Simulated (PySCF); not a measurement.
C₂H₉OPSi.
SMILES: `CCO[SiH2]P`

A PySCF run (density fitting, gas phase, GFN2-xTB geometry) gave HOMO -7.42 eV, LUMO -0.15 eV, dipole 1.72 D.

Question: Which of these levels was it?
A. BP86/def2-SVP
B. PBE0/pcSseg-0
C. PBE0/6-31++G**
D. HSE06/6-31++G**

Answer: C. It is PBE0/6-31++G**. All candidates on this geometry:

```csv
level and settings,kind,basis functions,SCF cycles,E (Eh),HOMO (eV),LUMO (eV),dipole (D)
"BP86/def2-SVP, start guess sap",GGA,123,17,-787.4595,-6.32,-0.37,1.50
"HSE06/6-31++G**, grid level 3","screened hybrid, exact exchange at short range",152,12,-787.3061,-7.02,-0.48,1.71
PBE0/6-31++G**,global hybrid,152,12,-787.2614,-7.42,-0.15,1.72
"PBE0/pcSseg-0, grid level 3, fitting basis def2-universal-jkfit",global hybrid,71,10,-786.1457,-7.40,0.27,2.56
```

The nearest other candidate, by the summed differences of HOMO and LUMO, is PBE0/pcSseg-0: its HOMO differs by +0.02 eV and its LUMO by +0.42 eV. Cycle counts include a coarse-grid stage where the run had one. All basis functions are spherical, in the Pople sets too.

The values belong to the conformer `[CH3:1][CH2:2][O:3][SiH2:4][PH2:5]`: C1–C2–O3–Si4 177°, C2–O3–Si4–P5 -177°, H–P5–Si4–O3 -90°, H–P5–Si4–O3 177°.
